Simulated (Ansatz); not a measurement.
```yaml
atoms:
  - { symbol: B, position_ang: [0.0000, 0.0000, -1.2505] }
  - { symbol: Al, position_ang: [0.0000, 0.0000, 1.2505] }
```

Basis set: 6-31G (spherical functions). Left uncorrelated: 6 orbitals. Charge 0, multiplicity 3.

Computed with Ansatz (development build ahead of 0.2.0); the reference of a correlated method needn't be the lowest determinant of its kind.

Task: Give the atomization energy at this shape (free ground-state atoms in the same class of orbitals less the molecule, no zero-point energy) of triplet AlB by UHF-BCCD(T), UHF-CCSD(T).

Result:

| method | atomization energy |
| --- | --- |
| UHF-BCCD(T) | 125.8 kJ/mol |
| UHF-CCSD(T) | 125.4 kJ/mol |

Caution: the reference determinant was not shown to be the lowest; the shape is not the minimum.

This basis has no polarisation functions and is too small for such energies, which can lie far from measured ones in either direction.
